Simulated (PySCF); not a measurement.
# A search over the determinants of PBr⁺

Unrestricted PBE0; basis P def2-TZVPPD, Br def2-TZVPPD; no relativity; PySCF 2.14. Outer shells of the fragments: P+ 3s2 3p2; Br 3d10 4s2 4p5.

Followed along the bond (rough minima from three points):

| 2Ms+1 | unpaired | ⟨S²⟩ at the start | R at minimum (Å) | Te (eV) |
| --- | --- | --- | --- | --- |
| 2 | π ↑ | 0.77 | 2.06 | 0.00 |
| 4 | π ↑↑↑ | 3.76 | none in the scan | ≤ 2.32 |

Solutions found at the starting distance of 2.280 Å, counted from the lowest of them; the search is not exhaustive and high or unbound solutions are not listed, so other states can lie among these:

```tsv
2Ms+1	unpaired	term	E (eV)	⟨S²⟩	⟨Lz²⟩	μ (D)
2	π ↑	²Π	0.00	0.77	1.02	-4.23
4	π ↑↑↑	⁴Π	1.94	3.76	1.01	-1.52
2	π ↑↑↓	mixed	2.30	1.77	3.04	-1.53
4	σ ↑, π ↑↑	⁴Σ⁻	2.62	3.76	0.00	-3.68
2	σ ↓, π ↑↑	mixed	3.25	1.78	0.00	-3.27
2	σ ↑	²Σ⁺	3.28	0.80	0.00	-4.25
2	π ↑	mixed	3.74	0.75	3.02	-1.49
4	σ ↑, π ↑↑	mixed	4.74	3.76	2.02	-2.28
4	σ ↑, π ↑↑	mixed	5.03	3.76	2.02	-2.54
2	σ ↓, π ↑↑	mixed	5.24	1.77	2.02	-2.33
```

A term symbol is given only where ⟨S²⟩ and ⟨Lz²⟩ are close to those of a pure state; real π, δ and φ orbitals otherwise mix terms. A positive dipole points towards Br; it is taken about the centre of mass and depends on that origin.

Spin–orbit coupling is left out. Counting both spins, an empty level lies below a filled one in some of these solutions, because spin and occupation are held.
